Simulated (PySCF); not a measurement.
# How methods differ on the excitation energy of S²⁺

S²⁺ [Ne] 3s2 3p2 (3P) → S²⁺ [Ne] 3s1 3p3 (5S), as a difference of total energies. All numbers are calculated (PySCF 2.14, scalar relativity by spin-free X2C-1e, in dyall-av3z). Correlated levels: valence: [Ne] frozen; virtual orbitals above 40 to 60 times the deepest correlated orbital energy dropped. The calculations carry no spin-orbit coupling.

```csv
method,excitation energy (cm⁻¹)
UHF,43449
LDA,60277
PBE,59288
PBE0,57274
r2SCAN,51367
B97-3,61444
wB97X-V,60096
B3LYP,62156
r2SCAN0,51958
MP2 (valence),53100
SCS-MP2 (valence),57621
```

A first-order spin-orbit estimate (lowest level to lowest level, LS coupling) adds 0.062 eV.
